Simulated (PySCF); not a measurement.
Excitations are Tamm–Dancoff values on a coarser integration grid. The basis has no diffuse functions, so Rydberg states are missing or too high.

Species: C2H3NSi, SMILES `N#C[SiH]=C` (charge 0, multiplicity 1).

What S1 oscillator strength, HOMO, LUMO, dipole moment, S1 excitation (TDA), S1–T1 gap (TDA), T1 excitation (TDA) and brightest of the four lowest singlets (TDA) does PBE0-D3(BJ)/def2-TZVP run with PySCF 2.14.0 give?


| Property | Value |
|---|---|
| S1 oscillator strength | 0.002 |
| HOMO | -7.29 eV |
| LUMO | -2.30 eV |
| dipole moment | 3.12 D |
| S1 excitation (TDA) | 5.15 eV |
| S1–T1 gap (TDA) | 2.78 eV |
| T1 excitation (TDA) | 2.36 eV |
| brightest of the four lowest singlets (TDA) | 5.20 eV |
